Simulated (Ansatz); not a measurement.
C3H5BO2 (SMILES C#CB(O)OC), singlet, at a GFN2-xTB geometry, atoms displaced at random by about 0.03 Å a coordinate; R2SCAN/6-31G, gradient in Ansatz (a first-principles code).

Ansatz was given this input:
Ansatz 0.2 input:
```yaml
crystal:
  periodic: [false, false, false]
  atoms:
    - {symbol: B, position_ang: [-0.06387189, -0.00415245, 0.25405296]}
    - {symbol: C, position_ang: [0.51317947, 1.39409294, 0.33577465]}
    - {symbol: C, position_ang: [0.87544285, 2.56402934, 0.45786685]}
    - {symbol: H, position_ang: [1.18824427, 3.56291386, 0.61363943]}
    - {symbol: O, position_ang: [-0.76234602, -0.57137079, 1.27411631]}
    - {symbol: H, position_ang: [-0.85401938, -0.05002981, 2.08121695]}
    - {symbol: O, position_ang: [0.12392660, -0.61919670, -1.00015540]}
    - {symbol: C, position_ang: [-0.40446625, -1.92038601, -1.19709434]}
    - {symbol: H, position_ang: [-1.03252184, -1.89666148, -2.01307612]}
    - {symbol: H, position_ang: [0.50754623, -2.51990877, -1.45448101]}
    - {symbol: H, position_ang: [-0.82917046, -2.31714926, -0.26715577]}
basis:
  gaussian:
    orbitals: 6-31G
hamiltonian:
  xc: r2scan
output: {forces: true}
```

What the program printed (banner, timings and long lists left out):

```
Functional definition: r2SCAN
817 factors; integrals over basis functions are off by at most 2.1e-4 eV
mean field evaluation 1: about -7948.4652 eV, gradient 6.2e1 eV
mean field evaluation 2: about -7939.9712 eV, gradient 9.1e1 eV
mean field evaluation 4: about -7956.3143 eV, gradient 8.2e0 eV
mean field evaluation 8: about -7956.4644 eV, gradient 3.7e-1 eV
mean field -7956.46468660 eV, -292.3946841471 hartree, gradient 4.0e-5 eV, S^2 0.000000; 0 other end points of the search recorded, 0 dependent functions left out
the calculation of the forces begins
reference -7956.46469359 eV, -292.3946844039 hartree; 22, 22 occupied and 42, 42 virtual orbitals, 817 factors
Total energy: -7956.46469359 eV, -292.3946844039 hartree
Atom 0 at    -0.063872    -0.004152     0.254053 Å, force     0.861416     0.624087    -2.146428 eV/Å
Atom 1 at     0.513179     1.394093     0.335775 Å, force     0.261795     1.221289     0.390080 eV/Å
Atom 2 at     0.875443     2.564029     0.457867 Å, force    -0.307494    -1.088068     0.047957 eV/Å
Atom 3 at     1.188244     3.562914     0.613639 Å, force     0.150696     0.350871    -0.071986 eV/Å
Atom 4 at    -0.762346    -0.571371     1.274116 Å, force    -0.376816    -0.798996     0.258169 eV/Å
Atom 5 at    -0.854019    -0.050030     2.081217 Å, force    -0.059143     0.103350     0.289555 eV/Å
Atom 6 at     0.123927    -0.619197    -1.000155 Å, force    -0.252184     1.639868     1.863864 eV/Å
Atom 7 at    -0.404466    -1.920386    -1.197094 Å, force     2.750014    -1.768920     1.416792 eV/Å
Atom 8 at    -1.032522    -1.896661    -2.013076 Å, force    -1.824601    -0.129460    -1.771890 eV/Å
Atom 9 at     0.507546    -2.519909    -1.454481 Å, force    -0.872644    -0.091477     0.059960 eV/Å
Atom 10 at    -0.829170    -2.317149    -0.267156 Å, force    -0.331038    -0.062543    -0.336073 eV/Å
Dipole moment:    -0.140829     0.039021     0.377043 e Å
```
